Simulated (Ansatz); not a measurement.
`C[Si](C)(C)C#Cc1cc2sc(-c3cc4sc(-c5cc6sc(-c7cc8sc(-c9cc%10sc(-c%11cc%12sc(C#C[Si](C)(C)C)cc%12s%11)cc%10s9)cc8s7)cc6s5)cc4s3)cc2s1`. Total charge 0; singlet. Geometry r2SCAN-D4/def2-SVP; atoms count from 1.

```xyz
90

C    -2.518  -17.087   14.400
Si   -0.720  -16.916   13.882
C    -0.148  -18.444   12.951
C     0.373  -16.614   15.380
C    -0.593  -15.462   12.754
C    -0.536  -14.484   12.008
C    -0.466  -13.372   11.156
C    -1.410  -12.361   10.986
C    -0.983  -11.410   10.038
S    -1.657   -9.953    9.381
C    -0.242   -9.710    8.357
C    -0.184   -8.569    7.487
C    -1.121   -7.550    7.339
C    -0.713   -6.603    6.378
S    -1.394   -5.146    5.729
C    -0.004   -4.918    4.668
C     0.037   -3.791    3.780
C    -0.857   -2.727    3.690
C    -0.491   -1.823    2.673
S    -1.156   -0.349    2.044
C     0.140   -0.220    0.855
C     0.155    0.875   -0.072
C    -0.689    1.981   -0.125
C    -0.367    2.831   -1.202
S    -1.004    4.320   -1.824
C     0.186    4.340   -3.125
C     0.202    5.399   -4.095
C     1.093    5.561   -5.155
C     0.799    6.711   -5.911
S     1.488    7.463   -7.315
C     0.286    8.753   -7.268
C     0.316    9.790   -8.261
C     1.202    9.942   -9.322
C     0.910   11.090  -10.089
S     1.598   11.830  -11.495
C     0.394   13.124  -11.450
C     0.419   14.137  -12.420
C     0.452   15.020  -13.277
Si    0.461   16.356  -14.549
C     1.087   17.939  -13.753
C    -1.297   16.586  -15.172
C     1.598   15.827  -15.949
C    -0.493   12.973  -10.387
C    -0.196   11.826   -9.625
S    -0.884   11.082   -8.216
C    -0.601    8.597   -6.207
C    -0.308    7.445   -5.448
S    -0.998    6.690   -4.048
C     1.037    3.238   -3.064
C     0.719    2.395   -1.981
S     1.352    0.901   -1.369
C     1.042   -1.276    0.955
C     0.679   -2.176    1.978
S     1.337   -3.657    2.595
C     0.937   -5.933    4.820
C     0.531   -6.879    5.783
S     1.207   -8.341    6.427
C     0.700  -10.719    8.526
C     0.278  -11.676    9.475
S     0.952  -13.131   10.129
H    -2.868  -16.183   14.924
H    -3.170  -17.245   13.527
H    -2.647  -17.945   15.081
H    -0.209  -19.338   13.594
H    -0.770  -18.624   12.059
H     0.897  -18.339   12.616
H     1.426  -16.483   15.085
H     0.320  -17.465   16.080
H     0.061  -15.707   15.923
H    -2.351  -12.343   11.537
H    -2.051   -7.511    7.907
H    -1.727   -2.626    4.341
H    -1.494    2.149    0.593
H     1.911    4.869   -5.358
H     2.018    9.244   -9.520
H     2.110   17.811  -13.364
H     1.101   18.765  -14.483
H     0.443   18.241  -12.911
H    -1.975   16.866  -14.350
H    -1.682   15.659  -15.626
H    -1.340   17.382  -15.934
H     1.633   16.601  -16.734
H     1.252   14.889  -16.411
H     2.626   15.666  -15.587
H    -1.305   13.677  -10.200
H    -1.418    9.292   -6.007
H     1.839    3.062   -3.781
H     1.916   -1.375    0.309
H     1.870   -5.969    4.255
H     1.645  -10.747    7.981
```

Single mean-field runs in def2-SVP are fitted with def2-universal-jkfit.

Question: Estimate the Mulliken populations of the heavy atoms from the PBE0/def2-SVP orbitals of Ansatz.

Answer: 
```tsv
atom	charge (e)
C1	-0.32
Si2	0.52
C3	-0.32
C4	-0.31
C5	-0.40
C6	0.15
C7	-0.18
C8	0.04
C9	-0.06
S10	0.14
C11	-0.10
C12	-0.10
C13	-0.03
C14	-0.06
S15	0.15
C16	-0.10
C17	-0.10
C18	-0.03
C19	-0.06
S20	0.15
C21	-0.10
C22	-0.10
C23	-0.03
C24	-0.06
S25	0.16
C26	-0.10
C27	-0.10
C28	-0.02
C29	-0.06
S30	0.15
C31	-0.10
C32	-0.09
C33	-0.03
C34	-0.06
S35	0.18
C36	-0.18
C37	0.15
C38	-0.40
Si39	0.52
C40	-0.31
C41	-0.32
C42	-0.32
C43	0.04
C44	-0.06
S45	0.15
C46	-0.03
C47	-0.06
S48	0.16
C49	-0.02
C50	-0.06
S51	0.14
C52	-0.03
C53	-0.06
S54	0.15
C55	-0.03
C56	-0.06
S57	0.15
C58	-0.03
C59	-0.06
S60	0.18
```
Mulliken values depend strongly on the basis.

Question: And the Mayer bond orders between heavy atoms (over 0.3, the first 40 of 71)?

Answer: C1–Si2 1.03 (1.88 Å); Si2–C3 1.03 (1.88 Å); Si2–C4 1.03 (1.88 Å); Si2–C5 0.84 (1.84 Å); C5–C6 2.72 (1.23 Å); C6–C7 1.08 (1.40 Å); C7–C8 1.48 (1.39 Å); C7–S60 1.07 (1.77 Å); C8–C9 1.29 (1.41 Å); C9–S10 1.07 (1.74 Å); C9–C59 1.39 (1.41 Å); S10–C11 1.10 (1.76 Å); C11–C12 1.21 (1.44 Å); C11–C58 1.49 (1.39 Å); C12–C13 1.48 (1.39 Å); C12–S57 1.10 (1.76 Å); C13–C14 1.30 (1.41 Å); C14–S15 1.07 (1.73 Å); C14–C56 1.40 (1.41 Å); S15–C16 1.10 (1.76 Å); C16–C17 1.21 (1.44 Å); C16–C55 1.48 (1.39 Å); C17–C18 1.48 (1.39 Å); C17–S54 1.10 (1.76 Å); C18–C19 1.30 (1.41 Å); C19–S20 1.07 (1.74 Å); C19–C53 1.40 (1.41 Å); S20–C21 1.10 (1.76 Å); C21–C22 1.21 (1.44 Å); C21–C52 1.48 (1.39 Å); C22–C23 1.48 (1.39 Å); C22–S51 1.10 (1.76 Å); C23–C24 1.30 (1.41 Å); C24–S25 1.08 (1.73 Å); C24–C50 1.39 (1.41 Å); S25–C26 1.10 (1.76 Å); C26–C27 1.18 (1.44 Å); C26–C49 1.50 (1.39 Å); C27–C28 1.50 (1.39 Å); C27–S48 1.10 (1.76 Å).
